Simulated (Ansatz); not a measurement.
`COCC(F)(F)F`. Charge 0, multiplicity 1. All single points use the PBE0-D4/def2-TZVP geometry. It is one conformer, not always the lowest.

```xyz
12

C     0.043    1.466   -0.909
O    -0.542    0.970    0.276
C    -0.721   -0.406    0.315
C     0.506   -1.166    0.789
F     0.215   -2.470    0.890
F     1.539   -1.051   -0.059
F     0.924   -0.746    1.982
H     1.097    1.189   -0.999
H    -0.038    2.552   -0.865
H    -0.498    1.104   -1.794
H    -1.515   -0.621    1.034
H    -1.010   -0.822   -0.660
```

Question: What is the dipole moment at r2SCAN/def2-TZVPP? (Estimate.)

Answer: Ansatz gave: 2.12 D, with components (-1.16, 0.63, -1.66) D in this frame, pointing from negative to positive charge.

Question: And with PBE, B3LYP, ωB97M-V? (Best estimate.)

Answer: Ansatz gave: PBE 2.02 D, B3LYP 2.18 D, ωB97M-V 2.18 D.

Question: Give the Mulliken charges with r2SCAN, PBE, ωB97M-V in def2-TZVPP. (Estimate.)

Answer: Computed: 
```csv
atom,r2SCAN,PBE,ωB97M-V
C1,0.00,-0.14,-0.18
O2,-0.32,-0.25,-0.30
C3,0.08,-0.02,-0.07
C4,0.47,0.36,0.46
F5,-0.18,-0.14,-0.17
F6,-0.18,-0.14,-0.17
F7,-0.17,-0.13,-0.16
H8,0.07,0.10,0.12
H9,0.07,0.11,0.13
H10,0.05,0.08,0.10
H11,0.07,0.11,0.13
H12,0.04,0.06,0.10
```

B3LYP here is the variant with VWN-RPA as its local correlation; programs differ in this.
